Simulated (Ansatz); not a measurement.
`FBCF` + `[OH][InH2]` → `FB[O][InH2]` + `CF` at 500 K and 1 bar (ligand exchange at a B–C bond).

Computed with Ansatz on PBE0-D4/def2-TZVP structures; ΔE is electronic, products minus reactants. CBS: MP2 limit from def2 TZ/QZ plus the TZ coupled-cluster correction, frozen cores. This one scheme is used for every species. Elements past krypton have def2 core potentials. For In outer-core shells are correlated without core-valence functions, which leaves a few kJ/mol of doubt a bond. Each species was taken in one conformer, which may not be the lowest.

```tsv
species	CCSD(T)/CBS energy (Eh)	H − E (kJ/mol)	S (J/(mol·K))
`FBCF`	-264.27174	148.2	327.9
`[OH][InH2]`	-266.78179	92.5	311.9
`FB[O][InH2]`	-391.48685	121.8	384.1
`CF`	-139.63461	122.2	244.8
```

H − E and S are ideal-gas, rigid-rotor, harmonic terms from PBE0-D4/def2-TZVP, for one conformer and one mirror image of each species. 1 Eh = 2625.50 kJ/mol, R = 8.31446 J/(mol·K).

**Question.** By hand: ΔE, ΔH, ΔS and ΔG.

**Answer.** ΔE = (-391.48685) + (-139.63461) − (-264.27174) − (-266.78179) = -0.06793 Eh = -178.4 kJ/mol. Δ(H − E) = 121.8 + 122.2 − 148.2 − 92.5 = 3.3, so ΔH = -175.1 kJ/mol. ΔS = 384.1 + 244.8 − 327.9 − 311.9 = -10.9 J/(mol·K). ΔG = -175.1 − 500 × (-10.9)/1000 = -169.7 kJ/mol.

**Question.** By hand: the equilibrium constant, and the temperature at which ΔG would vanish if ΔH and ΔS stayed fixed.

**Answer.** log₁₀ K = −ΔG/(RT ln 10) = 17.7. ΔG = 0 at ΔH/ΔS = 16064 K, far beyond where these terms or the molecules hold.

The number of gas molecules stays the same, so ΔS is small and ΔH decides. A doubt of 5 kJ/mol in ΔE shifts log₁₀ K by 0.5 here. Other conformers and mirror images would add mixing entropy, several J/(mol·K) or more a flexible species. These are equilibria of isolated gas molecules and say nothing of rates. Largest T1 diagnostic: 0.017 (customary marks: 0.02 for closed shells, 0.045 for open ones).
